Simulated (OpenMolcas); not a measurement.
Ru4+: ligand-field states by method

Ru4+ with 6 ligands (fluoride) in octahedral coordination (Oh) at 1.93 Å. A charge of +0.333 e stands 3.2 Å behind each ligand. Ligand basis ANO-RCC-VDZP.
```
Ru    0.0000    0.0000    0.0000
F     1.9300    0.0000    0.0000
F     0.0000    1.9300    0.0000
F    -1.9300    0.0000    0.0000
F     0.0000   -1.9300    0.0000
F     0.0000    0.0000    1.9300
F     0.0000    0.0000   -1.9300
```

- Program: OpenMolcas
- Basis: ANO-RCC-VTZP [7s6p4d2f1g]
- Scalar Hamiltonian: DKH2, point nucleus
- Active space: 4 electrons in 5 orbitals (4d)
- State averaging: 2S+1 = 5 even, 5 roots; 2S+1 = 3 even, 45 roots; 2S+1 = 1 even, 50 roots
- Spin-orbit coupling: state interaction with AMFI integrals over the reference wave functions

I. CASSCF
II. SS-CASPT2, IPEA 0.25 Eh, imaginary shift 0.1 Eh (closed shells correlated: 4s 4p and the ligand valence shells)
III. SS-CASPT2, IPEA 0.25 Eh, imaginary shift 0.2 Eh (closed shells correlated: 4s 4p and the ligand valence shells)

Spin-free states (labels of O, the rotations of Oh) in cm-1, each column counted from its own energy of the first state listed:

```
   State  Degeneracy      I     II    III
     3T1           3      0      0      0
      5E           2   8448  14600  14600
     1T2           3   9533   6570   6570
      1E           2  10768   7150   7150
     1A1           1  20611  15520  15520
      3E           2  24627  25070  25080
2S+1 = 3           3  26210  26290  26300
2S+1 = 3           3  27029  26970  26970
2S+1 = 3           1  28381  27750  27750
2S+1 = 3           1  29508  29090  29090
      3E           2  31202  29880  29890
```

From I to II, I's first state of the same spin (3E) moves from 24627 to 25070 cm-1, by about +440 cm-1.

From I to II, I's first state of another spin (5E) moves from 8448 to 14600 cm-1, by about +6200 cm-1. In II another state of that kind comes below it.

I: A least-squares ligand-field fit to the states below 45000 cm-1, each weighted by its degeneracy and with a free common offset, gives 10Dq = 27970 cm-1, B = 797 cm-1 and C = 3079 cm-1 (C/B = 3.86), with an rms deviation of 372 cm-1. The same method and metal basis give the free ion B = 952 cm-1 (fit to its terms below 60000 cm-1, rms deviation 30 cm-1), so the nephelauxetic ratio is β = 797 / 952 = 0.84; it hangs on how both fits weigh the states, and computed free-ion B values tend to be too large, so β mixes covalency with correlation.

χT at 300 K: I 1.04, II 1.00, III 1.00 cm3 K/mol.

Roots that are degenerate in the reference are averaged as groups; the widest CASPT2 spread within a group is 320 cm-1 (the 3-fold group of multiplicity 1 near 33100 cm-1 above the lowest state of its run, II). Shifts and gaps below about the spread of the groups concerned are not significant. Over all roots computed the reference weight is 0.66 to 0.69 in II, 0.67 to 0.69 in III; a low but even weight reflects the number of correlated electrons. An orbital triplet at a regular site is open to Jahn-Teller coupling, which can distort the site and quench the lowest spin-orbit gaps and is left out. This shell can be high or low spin here, a state of another spin lies low, and with metal d orbitals alone active their balance is uncertain, so the ground spin may be wrong, although the usual error favours high spin. The least metal-like active orbital is 76 % on the metal (Löwdin) and no ligand orbital is active, so the numbers are rough. Ligand-to-metal charge-transfer states are missing. With no ligand orbital active B as a rule stays too high, so bands that hang on it stand too high and its fall with covalency is understated. Without dynamic correlation the repulsion within the d shell is too large (B by tens of per cent), so at a given field states of lower spin stand too high (holds for I). With metal d orbitals alone the field can be off either way by tens of per cent (holds for I). With one d shell and no ligand orbital active, 10Dq can be off by a tenth or more (holds for II; III). No measured value stands beside these numbers; the geometry is a model, was not optimised and need not be the one that this ion takes.
